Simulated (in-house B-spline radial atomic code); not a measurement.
Settings and results of a run for Al VII (Al6+). Method: scalar-relativistic (X2C) r2SCAN, spin-polarised, spherical fractional occupations, Fermi nucleus of rms radius 3.061 fm. Calculated with a B-spline radial code for spherical atoms.

Command:
```bash
python run_scf.py task.json out
```
Settings (nuclear radius in fm, mass in u):
```
Z                13
configuration    [He] 2s2 2p3
hamiltonian      x2c
method           r2scan
spin_polarised   True
nucleus          fermi
rms_radius       3.061
atomic_mass      26.98154
speed_of_light   137.035999084
```

Output (hartree, bohr):
```
 radial grid: 64 intervals, B-splines of order 8, outer radius 5.9701 bohr

 iter        energy (Eh)    residual
    1        -223.744927    4.97e-02
    2        -223.746655    1.68e-03
    3        -223.746657    8.77e-04
    4        -223.746658    4.59e-04
    5        -223.746658    2.41e-05
    6        -223.746658    2.20e-06
    7        -223.746658    1.26e-07

 total energy                      -223.74666
 kinetic                             224.4368
 electron-nucleus                   -494.3618
 Hartree                              60.7853
 exchange-correlation                -14.6070

 orbital      occ     eigenvalue          <r>       <r^2>       <1/r>     <1/r^3>     <1/r^2>       r_max
 1s up      1.000       -62.6377     0.119954   0.0193954     12.6805           -     331.001     0.07824
 1s down    1.000       -62.3554     0.119296   0.0191538      12.729           -     333.015     0.07808
 2s up      1.000        -9.5405     0.561801    0.371919     2.62352           -     29.2052      0.4681
 2s down    1.000        -8.9648     0.575728    0.390973     2.53699           -     27.1048      0.4762
 2p up      3.000        -8.2347      0.50904    0.317499     2.52015     47.7122     8.75483      0.3908
```

Time taken, with all properties: 0.16 s on 1 thread of Arm Neoverse V2, on a shared host.
